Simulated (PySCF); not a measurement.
Ru³⁰⁺: ionisation energy

Ru³⁰⁺ [Ne] 3s2 3p2 (3P) → Ru³¹⁺ [Ne] 3s2 3p1 (2P), as a difference of total energies. Computed with PySCF 2.14 in an uncontracted even-tempered set (16 s from 4.1 bohr⁻², ratio 2.5; 10 p from 5.4 bohr⁻², ratio 2.5; 5 d from 23 bohr⁻², ratio 2.7; 4 f from 34 bohr⁻², ratio 2.7), with no relativity, point nucleus. Correlated levels: outer shells: 1s2 frozen; virtual orbitals above 40 to 60 times the deepest correlated orbital energy dropped. The calculations carry no spin-orbit coupling.

```tsv
method	ionisation energy (eV)
UHF	1707.4
MP2 (outer shells)	1707.8
SCS-MP2 (outer shells)	1707.6
CCSD (outer shells)	1707.6
CCSD(T) (outer shells)	1707.6
```

Spin-orbit coupling is strong in these open shells (close to jj coupling). The scalar numbers leave it out and a first-order estimate fails, so it can dominate the gap to the real levels.

The gap to the reference is mostly relativistic.

For comparison: 1743 ± 4 eV (semi-empirical (NIST evaluation); NIST Atomic Spectra Database, ionization energies).
